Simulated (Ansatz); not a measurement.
`Cc1csc(-c2sc(-c3sc(-c4sc(-c5sc(-c6sccc6C)cc5C)cc4C)cc3C)cc2C)c1`, relaxed as a singlet with RKS r2SCAN-D4/def2-SVP in Ansatz, starting from the GFN2-xTB geometry. Force threshold 0.03 eV/Å.

Single mean-field runs in def2-SVP are fitted with def2-universal-jkfit.

Start:

Cartesian coordinates in Å:
```
C 10.139 -1.714 -4.652
C 8.947 -0.841 -4.422
C 9.004 0.518 -4.349
S 7.466 1.233 -4.071
C 6.702 -0.334 -4.038
C 5.305 -0.436 -3.748
S 4.524 0.889 -2.927
C 3.004 0.043 -2.873
C 1.860 0.551 -2.195
S 0.456 -0.475 -2.026
C -0.352 0.696 -1.017
C -1.593 0.420 -0.376
S -2.143 1.478 0.904
C -3.475 0.418 1.284
C -4.344 0.621 2.393
S -5.481 -0.640 2.806
C -6.036 0.237 4.207
C -7.044 -0.340 5.045
S -8.038 -1.624 4.401
C -8.886 -1.769 5.886
C -8.437 -0.889 6.816
C -7.382 -0.069 6.356
C -6.724 0.945 7.233
C -5.369 1.433 4.312
C -4.417 1.661 3.301
C -3.574 2.889 3.231
C -3.492 -0.646 0.412
C -2.446 -0.660 -0.520
C -2.282 -1.751 -1.523
C 0.439 1.813 -0.871
C 1.675 1.750 -1.530
C 2.668 2.863 -1.492
C 3.131 -1.183 -3.485
C 4.415 -1.469 -3.975
C 4.729 -2.761 -4.657
C 7.630 -1.323 -4.249
H 10.464 -1.653 -5.694
H 10.964 -1.390 -4.019
H 9.902 -2.752 -4.423
H 9.870 1.144 -4.439
H -9.670 -2.494 5.972
H -8.837 -0.817 7.813
H -7.071 1.947 6.980
H -5.642 0.910 7.125
H -6.976 0.756 8.274
H -5.570 2.149 5.087
H -3.866 3.598 3.999
H -2.523 2.636 3.376
H -3.666 3.366 2.256
H -4.244 -1.417 0.448
H -1.422 -2.373 -1.271
H -2.115 -1.347 -2.521
H -3.174 -2.372 -1.540
H 0.127 2.659 -0.281
H 2.220 3.742 -1.035
H 3.000 3.117 -2.499
H 3.549 2.578 -0.916
H 2.306 -1.869 -3.564
H 5.194 -3.460 -3.959
H 3.810 -3.215 -5.021
H 5.410 -2.610 -5.493
H 7.383 -2.367 -4.247
```

| step | energy (eV) | largest force component (eV/Å) | SCF passes |
| --- | --- | --- | --- |
| 1 | -96481.8792 | 0.639 | 22 |
| 2 | -96482.1362 | 0.257 | 21 |
| 3 | -96482.1613 | 0.130 | 20 |
| 4 | -96482.1872 | 0.055 | 20 |
| 5 (rejected) | -96482.1831 | 0.476 | 20 |
| 6 | -96482.1950 | 0.063 | 21 |
| 7 | -96482.2016 | 0.141 | 21 |
| 8 | -96482.2043 | 0.285 | 21 |
| 9 | -96482.2102 | 0.203 | 21 |
| 10 | -96482.2173 | 0.077 | 19 |
| 11 (rejected) | -96482.1338 | 0.455 | 20 |
| 13 | -96482.2256 | 0.106 | 21 |
| 15 | -96482.2320 | 0.054 | 20 |
| 17 | -96482.2370 | 0.132 | 21 |
| 19 | -96482.2429 | 0.064 | 21 |
| 21 | -96482.2480 | 0.087 | 20 |
| 23 | -96482.2538 | 0.090 | 20 |
| 25 | -96482.2557 | 0.097 | 21 |
| 27 | -96482.2587 | 0.041 | 23 |
| 29 | -96482.2601 | 0.021 | 21 |
| 30 | -96482.2604 | 0.025 | 21 |

Force components are those of the run's own axes.

End:

```xyz
62

C    10.025   -1.196   -5.984
C     8.870   -0.435   -5.405
C     8.817    0.938   -5.288
S     7.345    1.482   -4.577
C     6.756   -0.154   -4.391
C     5.466   -0.409   -3.794
S     4.805    0.725   -2.645
C     3.341   -0.209   -2.444
C     2.278    0.186   -1.561
S     0.925   -0.901   -1.351
C     0.122    0.181   -0.237
C    -1.141   -0.126    0.375
S    -1.810    1.017    1.516
C    -3.227    0.033    1.798
C    -4.269    0.409    2.713
S    -5.580   -0.714    2.995
C    -6.377    0.370    4.104
C    -7.626   -0.002    4.725
S    -8.696   -1.132    3.930
C    -9.833   -1.060    5.217
C    -9.421   -0.199    6.207
C    -8.160    0.414    5.947
C    -7.492    1.359    6.898
C    -5.631    1.532    4.247
C    -4.442    1.571    3.475
C    -3.509    2.744    3.482
C    -3.149   -1.123    1.025
C    -1.990   -1.231    0.224
C    -1.729   -2.400   -0.675
C     0.899    1.322   -0.058
C     2.109    1.343   -0.789
C     3.077    2.485   -0.727
C     3.408   -1.351   -3.238
C     4.592   -1.479   -4.002
C     4.843   -2.615   -4.946
C     7.691   -1.052   -4.890
H     9.712   -1.798   -6.854
H    10.827   -0.520   -6.311
H    10.451   -1.896   -5.245
H     9.575    1.662   -5.590
H   -10.745   -1.655    5.174
H    -9.998   -0.013    7.116
H    -7.656    2.414    6.615
H    -6.403    1.196    6.929
H    -7.890    1.230    7.916
H    -5.953    2.368    4.868
H    -3.902    3.544    4.125
H    -2.509    2.470    3.860
H    -3.365    3.161    2.471
H    -3.930   -1.887    1.039
H    -0.801   -2.929   -0.399
H    -1.620   -2.089   -1.728
H    -2.557   -3.121   -0.619
H     0.594    2.141    0.598
H     2.685    3.287   -0.086
H     3.270    2.912   -1.725
H     4.052    2.173   -0.318
H     2.596   -2.082   -3.278
H     5.487   -3.388   -4.493
H     3.897   -3.101   -5.228
H     5.346   -2.270   -5.864
H     7.552   -2.133   -4.847
```

By distances, no bond broke or formed. The bond that changes most is C20–H41, from 1.07 to 1.09 Å (atoms count from 1).

The force fell under the threshold at step 12, but the optimiser went on and released 0.037 eV more. No frequencies were taken in this run, so the end may be a saddle point.

Run time 4.8 min (2 threads of AMD EPYC 7R13 on a shared host and a share (18 GiB) of an NVIDIA H100 80GB HBM3), peak host memory 1.2 GiB.
